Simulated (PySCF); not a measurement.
Vertical excitations of a molecule C₂H₈GeO from TDDFT-LC-ωPBE/def2-SVPD in PySCF, as energy in eV (oscillator strength): 7.45 (0.040), 8.42 (0.039), 8.51 (0.053), 9.00 (0.039), 9.08 (0.000), 9.21 (0.018), 9.39 (0.123), 9.49 (0.247), 9.57 (0.057), 9.75 (0.079). Lowest triplet (TDA): 7.00 eV. Geometry optimised at PBE0-D3(BJ)/def2-SVP. One conformer was computed; it need not be the lowest.

Which molecule gave these data?
(A) [CH3][GeH2][CH2]O
(B) [CH3][GeH]([CH3])[OH]
(C) OC[CH2][GeH3]
(D) C[C@@H](O)[GeH3]

B, [CH3][GeH]([CH3])[OH]
